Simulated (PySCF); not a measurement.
# Correlation energy of Ar⁺ (argon, charge +1)

[Ne] 3s2 3p5, 2P determinant. Calculation: PySCF 2.14, in pcseg-2; no relativity, point nucleus. Frozen: [Ne]; 7 electrons correlated.

MP2 pair energies summed by pair of shells (mhartree):

| pair | energy | share (%) |
| --- | --- | --- |
| 3p-3p | -99.05 | 64.0 |
| 3s-3p | -47.73 | 30.8 |
| 3s-3s | -8.07 | 5.2 |

Total MP2 correlation energy: -154.85 mhartree.

Same-spin part -36.36 and opposite-spin part -118.49 mhartree; SCS-MP2 scales them by 1/3 and 6/5 to -154.31 mhartree.

```csv
level,correlation energy (mhartree)
CCSD,-179.47
(T),-4.54
CCSD(T),-184.01
```

Diagnostics: T1 = 0.0059, D1 = 0.0204, largest double amplitude 0.055.

Cost of the coupled-cluster step: 0.2 s of wall time on 1 thread of Intel(R) Xeon(R) 6975P-C (shared host), for 7 correlated electrons.

Iterations:

```
CC2 = 0
CCSD nocc = (np.int64(4), np.int64(3)), nmo = (29, 29)
frozen orbitals [[0, 1, 2, 3, 4], [0, 1, 2, 3, 4]]
max_cycle = 100
direct = 0
conv_tol = 1e-08
conv_tol_normt = 1e-06
diis_space = 8
diis_start_cycle = 0
Init t2, MP2 energy = -0.154852823136451
Init E_corr(UCCSD) = -0.154852823166107
cycle = 1  E_corr(UCCSD) = -0.174120137249669  dE = -0.0192673141  norm(t1,t2) = 0.0359231
cycle = 2  E_corr(UCCSD) = -0.177910158884674  dE = -0.00379002164  norm(t1,t2) = 0.0112352
cycle = 3  E_corr(UCCSD) = -0.179526940190102  dE = -0.00161678131  norm(t1,t2) = 0.0043926
cycle = 4  E_corr(UCCSD) = -0.179468147375835  dE = 5.87928143e-05  norm(t1,t2) = 0.000488087
cycle = 5  E_corr(UCCSD) = -0.179469470365436  dE = -1.3229896e-06  norm(t1,t2) = 6.68358e-05
cycle = 6  E_corr(UCCSD) = -0.179469595433817  dE = -1.25068381e-07  norm(t1,t2) = 1.18115e-05
cycle = 7  E_corr(UCCSD) = -0.179469647314574  dE = -5.18807572e-08  norm(t1,t2) = 2.01426e-06
cycle = 8  E_corr(UCCSD) = -0.179469631285384  dE = 1.60291898e-08  norm(t1,t2) = 4.59493e-07
cycle = 9  E_corr(UCCSD) = -0.179469632186121  dE = -9.00736846e-10  norm(t1,t2) = 9.72986e-08
UCCSD converged
E(UCCSD) = -526.4485654953436  E_corr = -0.1794696321861211
UCCSD(T) correction = -0.00453932900479857
```
